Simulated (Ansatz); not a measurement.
This geometry of Cl3HSn + ClH (7 atoms, charge 0, multiplicity 1) is a first-order saddle point.

Level of theory: RKS B3LYP-D4/def2-SVP (Ansatz).

```xyz
7
Properties=species:S:1:pos:R:3
Sn -0.307 0.000 -0.082
H -0.009 0.000 1.853
Cl 2.050 0.000 -0.290
Cl -0.921 1.998 -1.131
Cl -0.921 -1.998 -1.131
Cl -2.518 0.000 1.428
H -0.980 0.000 1.982
```

Which two structures does it join? (They come from a converged band through this point; their orientation in space is the band's.)

Bonds broken: Sn1–H2, Cl6–H7. Bonds formed: Sn1–Cl6, H2–H7. Cl3HSn + ClH becomes Cl4Sn + H2.

First end point:

```xyz
7
Properties=species:S:1:pos:R:3
Sn 0.324 0.000 -0.176
H 0.405 0.000 1.525
Cl 2.506 0.000 -1.052
Cl -0.741 1.901 -1.044
Cl -0.741 -1.901 -1.044
Cl -2.866 0.000 1.592
H -2.492 0.000 2.828
```

Last end point:

```xyz
7
Properties=species:S:1:pos:R:3
Sn -0.620 0.000 -0.813
H 0.128 0.000 3.324
Cl 1.407 0.000 0.348
Cl -0.738 1.909 -2.151
Cl -0.738 -1.910 -2.151
Cl -2.414 0.000 0.682
H -0.630 0.000 3.389
```

How far does it lie above each of them?

1.36 eV above the first and 1.86 eV above the second. This is the barrier of this one path; another mechanism may lie lower. The orbitals stay closed-shell, which can raise the energy where a bond breaks towards radicals; this wasn't checked here.

Run time: 3.6 min on 4 threads of Arm Neoverse V1, with other jobs on the host, peak memory 0.31 GiB.
